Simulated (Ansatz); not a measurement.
This geometry of H7OPSi2 (11 atoms, charge 0, multiplicity 1) is a first-order saddle point.

All numbers below come from RKS PBE0-D4/6-31G* (Ansatz 0.2.0).

```xyz
11
Properties=species:S:1:pos:R:3
O 0.652 1.888 -1.965
P -0.096 1.769 -0.462
Si 0.753 -0.244 0.213
Si -1.009 -1.611 0.912
H 0.002 2.237 -2.589
H 0.812 2.548 0.314
H 1.721 -0.078 1.338
H 1.466 -0.848 -0.948
H -1.956 -1.843 -0.216
H -1.756 -0.943 2.016
H -0.524 -2.932 1.407
```

(1) Which two structures does it join? (They come from a converged band through this point; their orientation in space is the band's.)

(2) How far does it lie above each of them?

Answers

(1) No bond is made or broken. The dihedral O1–P2–Si3–H7 goes from 43 to -157°.

Initial state:

```xyz
11
Properties=species:S:1:pos:R:3
O 1.434 2.226 -1.310
P -0.067 1.524 -1.002
Si 0.627 -0.430 -0.089
Si -1.167 -1.473 0.994
H 1.412 2.589 -2.206
H -0.348 2.131 0.258
H 1.755 -0.216 0.865
H 1.118 -1.300 -1.197
H -2.277 -1.731 0.034
H -1.686 -0.604 2.089
H -0.736 -2.772 1.584
```

Final state:

```xyz
11
Properties=species:S:1:pos:R:3
O -0.907 1.509 -1.103
P 0.605 1.832 -0.417
Si 1.174 -0.315 0.077
Si -0.818 -1.294 0.806
H -1.535 2.154 -0.751
H 1.371 1.934 -1.615
H 2.196 -0.287 1.165
H 1.757 -1.069 -1.072
H -1.723 -1.566 -0.342
H -1.505 -0.376 1.759
H -0.549 -2.580 1.513
```

(2) 10.0 kJ/mol above the first and 11.2 kJ/mol above the second. This is the barrier of this one path; another mechanism may lie lower.

The run took 93 s on 1 thread of AMD EPYC 9R45 96-Core Processor (Zen 5), on a shared host, peak memory 0.2 GiB.
